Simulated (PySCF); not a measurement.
Input file for PySCF: R-M06-2X/def2-TZVPP on CH7NSn (SMILES C[NH][SnH3]), a point of a torsion scan. Elements past Kr take the def2 small-core potentials; no spin–orbit coupling.

```python
from pyscf import gto, dft

mol = gto.M(
    atom='''
    C    -1.25438042   -0.25578772    0.38548632
    N    -1.23711937   -0.07739020   -1.05062561
    Sn   -1.24139975    1.69114063   -1.96934946
    H    -1.62290469    0.64856231    0.86410647
    H    -1.91528868   -1.08347079    0.64888636
    H    -0.26112576   -0.46110704    0.79705553
    H    -0.71783057   -0.82040204   -1.49271002
    H    -1.38424207    1.31006667   -3.57082779
    H     0.09291504    2.68463085   -1.72152040
    H    -2.57893429    2.46321279   -1.37722071
    ''',
    basis='def2-tzvpp',
    ecp={'Sn': 'def2-tzvpp'},
    charge=0, spin=0, verbose=4, max_memory=1800)
mf = dft.RKS(mol, xc='m062x').density_fit(auxbasis='def2-universal-jkfit')
mf.grids.level = 4
mf.conv_tol = 1e-9
mf.max_cycle = 150
mf.kernel()
mf.dip_moment()
```

The log:

```
PySCF version 2.14.0

[INPUT] verbose = 4
[INPUT] num. atoms = 10
[INPUT] num. electrons = 42
[INPUT] charge = 0
[INPUT] spin (= nelec alpha-beta = 2S) = 0
[INPUT] symmetry False subgroup None
[INPUT] Mole.unit = angstrom
[INPUT] Symbol           X                Y                Z      unit          X                Y                Z       unit  Magmom
[INPUT]  1 C     -1.254380420000  -0.255787720000   0.385486320000 AA   -2.370435449817  -0.483368736827   0.728463569566 Bohr   0.0
[INPUT]  2 N     -1.237119370000  -0.077390200000  -1.050625610000 AA   -2.337816792694  -0.146246282725  -1.985394662354 Bohr   0.0
[INPUT]  3 Sn    -1.241399750000   1.691140630000  -1.969349460000 AA   -2.345905538604   3.195792628824  -3.721531122960 Bohr   0.0
[INPUT]  4 H     -1.622904690000   0.648562310000   0.864106470000 AA   -3.066845390372   1.225605140615   1.632924570765 Bohr   0.0
[INPUT]  5 H     -1.915288680000  -1.083470790000   0.648886360000 AA   -3.619371054680  -2.047463057066   1.226217506366 Bohr   0.0
[INPUT]  6 H     -0.261125760000  -0.461107040000   0.797055530000 AA   -0.493456170469  -0.871366019709   1.506216657770 Bohr   0.0
[INPUT]  7 H     -0.717830570000  -0.820402040000  -1.492710020000 AA   -1.356503181140  -1.550335167634  -2.820813121194 Bohr   0.0
[INPUT]  8 H     -1.384242070000   1.310066670000  -3.570827790000 AA   -2.615838402401   2.475667211221  -6.747886561086 Bohr   0.0
[INPUT]  9 H      0.092915040000   2.684630850000  -1.721520400000 AA    0.175583978453   5.073217052058  -3.253202073852 Bohr   0.0
[INPUT] 10 H     -2.578934290000   2.463212790000  -1.377220710000 AA   -4.873479501350   4.654797559626  -2.602569954979 Bohr   0.0

nuclear repulsion = 143.789349910101
number of shells = 80
number of NR pGTOs = 295
number of NR cGTOs = 210
basis = def2-tzvpp
ecp = {'Sn': 'def2-tzvpp'}


******** <class 'pyscf.df.df_jk.DFRKS'> ********
method = DFRKS
initial guess = minao
damping factor = 0
level_shift factor = 0
DIIS = <class 'pyscf.scf.diis.CDIIS'>
diis_start_cycle = 1
diis_space = 8
diis_damp = 0
SCF conv_tol = 1e-09
SCF conv_tol_grad = None
SCF max_cycles = 150
direct_scf = False
XC library pyscf.dft.libxc version 7.1.2
    S. Lehtola, C. Steigemann, M. J. T. Oliveira, and M. A. L. Marques,  SoftwareX 7, 1–5 (2018)
XC functionals = m062x
    Y. Zhao and D. G. Truhlar,  Theor. Chem. Acc. 120, 215 (2008)
    Y. Zhao and D. G. Truhlar,  Theor. Chem. Acc. 120, 215 (2008)
radial grids:
    Treutler-Ahlrichs [JCP 102, 346 (1995); DOI:10.1063/1.469408] (M4) radial grids

becke partition: Becke, JCP 88, 2547 (1988); DOI:10.1063/1.454033
pruning grids: <function nwchem_prune>
grids dens level: 4
symmetrized grids: False
atomic radii adjust function: <function treutler_atomic_radii_adjust>
small_rho_cutoff = 0
Set gradient conv threshold to 3.16228e-05
Initial guess from minao.
tot grids = 198568
******** <class 'pyscf.df.df.DF'> ********
auxbasis = def2-universal-jkfit
init E= -274.192515275358
  HOMO = -0.549558772831857  LUMO = -0.428345419191363  gap/eV = 3.29838
cycle= 1 E= -310.180023689804  delta_E=  -36  |g|= 2.43  |ddm|= 32.5
  HOMO = -0.152066351187715  LUMO = 0.0560811336238842  gap/eV = 5.66398
cycle= 2 E= -310.432292916694  delta_E= -0.252  |g|= 2.46  |ddm|= 6.16
  HOMO = -0.275783056827827  LUMO = 0.0297777095164857  gap/eV = 8.31473
cycle= 3 E= -311.243532952594  delta_E= -0.811  |g|= 0.0973  |ddm|= 2.12
  HOMO = -0.274475908782396  LUMO = 0.0189916219891639  gap/eV = 7.98566
cycle= 4 E= -311.245229063166  delta_E= -0.0017  |g|= 0.072  |ddm|= 0.171
  HOMO = -0.286039801313496  LUMO = 0.0188293970980382  gap/eV = 8.29591
cycle= 5 E= -311.246193882263  delta_E= -0.000965  |g|= 0.0219  |ddm|= 0.0576
  HOMO = -0.282035049140518  LUMO = 0.0201928555100892  gap/eV = 8.22404
cycle= 6 E= -311.246299966783  delta_E= -0.000106  |g|= 0.0037  |ddm|= 0.0216
  HOMO = -0.282440813317621  LUMO = 0.0199898699950101  gap/eV = 8.22956
cycle= 7 E= -311.246304622454  delta_E= -4.66e-06  |g|= 0.00154  |ddm|= 0.00597
  HOMO = -0.282304972288649  LUMO = 0.0199419548184796  gap/eV = 8.22456
cycle= 8 E= -311.2463054407  delta_E= -8.18e-07  |g|= 0.000378  |ddm|= 0.00205
  HOMO = -0.282316706659007  LUMO = 0.019937138869043  gap/eV = 8.22475
cycle= 9 E= -311.246305521704  delta_E= -8.1e-08  |g|= 8.07e-05  |ddm|= 0.000997
  HOMO = -0.282307518527523  LUMO = 0.0199394611732409  gap/eV = 8.22456
cycle= 10 E= -311.246305527204  delta_E= -5.5e-09  |g|= 1.57e-05  |ddm|= 0.000318
  HOMO = -0.282310096116161  LUMO = 0.0199385741149474  gap/eV = 8.22461
cycle= 11 E= -311.246305527406  delta_E= -2.02e-10  |g|= 4.26e-06  |ddm|= 5.7e-05
  HOMO = -0.282309821687804  LUMO = 0.0199385375571222  gap/eV = 8.22460
Extra cycle  E= -311.246305527416  delta_E= -9.89e-12  |g|= 2.44e-06  |ddm|= 1.02e-05
converged SCF energy = -311.246305527416
Dipole moment(X, Y, Z, Debye):  0.68537, -0.16435,  0.12306
```

The run converged.

Cost: roughly 80 core-seconds.
